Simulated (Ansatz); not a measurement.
Gas-phase electronic energies from Ansatz, PBE0-D4/def2-TZVP geometries. CCSD(T)/CBS is the MP2 limit (def2-TZVPP, def2-QZVPP) plus CCSD(T) − MP2 in def2-TZVPP, frozen cores. DFT in def2-TZVPP. B3LYP here is the variant with VWN-RPA as its local correlation; programs differ in this. def2 core potentials past Kr. For In outer-core shells are correlated without core-valence functions, which leaves a few kJ/mol of doubt a bond. Each species was taken in one conformer, which may not be the lowest.

Reaction (formal exchange of groups at a C–C bond): `C=CCC1BC1` + `[InH3]` → `C=[CH][InH2]` + `CC1BC1`

`C=CCC1BC1`:

Z-matrix (Å, degrees):
```
C
C 1 1.496
C 1 1.520 2 113.3
H 1 1.098 2 109.1 3 122.1
H 1 1.094 2 109.0 3 -121.2
C 2 1.326 1 124.8 3 109.0
H 2 1.088 1 116.6 3 -70.2
B 3 1.528 1 122.1 2 -30.0
C 3 1.541 1 122.1 2 41.9
H 3 1.089 1 113.0 2 -177.9
H 6 1.084 2 121.6 1 -179.1
H 6 1.086 2 121.3 1 1.0
H 8 1.184 3 150.2 1 -64.4
H 9 1.087 3 119.5 1 -3.0
H 9 1.086 3 116.5 1 137.1
```

`[InH3]`:

Z-matrix (Å, degrees):
```
In
H 1 1.724
H 1 1.724 2 120.0
H 1 1.724 2 120.0 3 -180.0
```

`C=[CH][InH2]`:

Cartesian coordinates in Å:
```
C 1.252 0.764 0.046
C -0.058 0.725 -0.197
In -1.170 -1.081 0.051
H 1.806 -0.110 0.377
H 1.840 1.673 -0.074
H -0.539 1.645 -0.526
H -2.864 -1.159 -0.258
H -0.267 -2.456 0.580
```

`CC1BC1`:

Z-matrix (Å, degrees):
```
C
C 1 1.511
H 1 1.094 2 111.3
H 1 1.093 2 111.3 3 -120.7
H 1 1.094 2 111.3 3 119.6
B 2 1.525 1 122.6 3 -149.2
C 2 1.540 1 120.0 3 -78.1
H 2 1.090 1 113.8 3 61.6
H 6 1.185 2 149.9 1 -67.4
H 7 1.086 2 118.0 1 135.9
H 7 1.089 2 117.6 1 -3.9
```

| level | ΔE (kJ/mol) |
| --- | --- |
| B3LYP-D4 | -16.0 |
| ωB97X-V | -13.9 |
| B3LYP | -22.4 |
| HF/def2-TZVPP | -16.8 |
| MP2/def2-TZVPP | -22.7 |
| SCS-MP2/def2-TZVPP | -21.8 |
| MP2/def2-QZVPP | -24.1 |
| SCS-MP2/def2-QZVPP | -23.0 |

Task: What does CCSD(T)/CBS give? (Best estimate.)

Result: Ansatz gave: -21.9 kJ/mol. The listed levels differ from it by 5.9, 8.0, -0.5, 5.1, -0.8, 0.1, -2.2, -1.1 kJ/mol.

Largest T1 diagnostic among the species: 0.014.

The D4 term adds +6.4 kJ/mol with B3LYP and +3.9 kJ/mol with PBE0; it sums over pairs of atoms, weighted by their polarisabilities, and B3LYP, whose exchange is more repulsive, gets the larger term.
